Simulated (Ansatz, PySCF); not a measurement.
Donor–acceptor adduct: BH3 (SMILES B) (first 4 atoms) with AsH3 (SMILES [AsH3]); geometry from B3LYP-D3(BJ)/def2-TZVP, rigid monomers moved along the line of their centres of mass till B1···As5 is 1.88 Å.
(charge 0, multiplicity 1):
```xyz
8

B     -0.00516    -0.05977     0.62956
H     -0.86618     0.77756     0.57872
H     -0.35292    -1.18244     0.37704
H      1.06646     0.26575     0.19285
As     0.33694    -0.16114     2.47719
H     -0.78512    -0.55103     3.40899
H      0.80963     1.07503     3.20367
H      1.38530    -1.12636     2.97577
```

Quantity: the interaction energy.

Monomers are frozen at their geometry in the pair; levels with a basis set take the counterpoise correction.

Correlated levels freeze the cores. Filled d and f shells under p-block atoms count as core. CBS: X⁻³ extrapolation of the correlation energy, Hartree–Fock from the larger set.

The values were computed with Ansatz (a program for electronic structure) with Gaussian orbitals; PySCF for the dispersion terms. Values without a source in brackets are computed.

Costs are ratios of core time to PBE/def2-TZVPPD (roughly 5 s), for whole runs (searches for the state included, and forces where a run took them) on one shared machine, so rough; each difference counts from -22.63 kcal/mol (CCSD(T)/CBS(aug-cc-pVDZ, aug-cc-pVTZ), a level with limits of its own).

A star marks coupled-cluster runs past 200 virtual orbitals, where the program's memory plan changes under this machine's limit, so their costs aren't comparable with smaller runs.

| level | basis functions | cost | difference (kcal/mol) |
|---|---|---|---|
| PBE/def2-TZVPPD | 193 | ×1 | -5.74 |
| PBE-D3(BJ)/def2-TZVPPD | 193 | ×1 | -7.31 |
| PBE0/def2-TZVPPD | 193 | ×2 | -5.26 |
| PBE0-D3(BJ)/def2-TZVPPD | 193 | ×2 | -6.67 |
| B3LYP/def2-TZVPPD | 193 | ×2 | 3.25 |
| B3LYP-D3(BJ)/def2-TZVPPD | 193 | ×2 | 0.35 |
| r2SCAN/def2-TZVPPD | 193 | ×2 | -5.16 |
| r2SCAN-D3(BJ)/def2-TZVPPD | 193 | ×2 | -5.60 |
| wB97X-V/def2-TZVPPD | 193 | ×4 | -1.51 |
| CCSD(T)/aug-cc-pVDZ | 113 | ×4 | 6.74 |
| wB97M-V/def2-TZVPPD | 193 | ×5 | -0.83 |
| CCSD(T)/aug-cc-pVTZ | 243 | ×100* | 1.68 |

The cheapest listed level whose difference stays within 0.25 kcal/mol: none of those listed.

With a budget of 10 times the cost of PBE/def2-TZVPPD, the closest level: B3LYP-D3(BJ)/def2-TZVPPD, at 0.35 kcal/mol; next is wB97M-V/def2-TZVPPD at -0.83 kcal/mol.
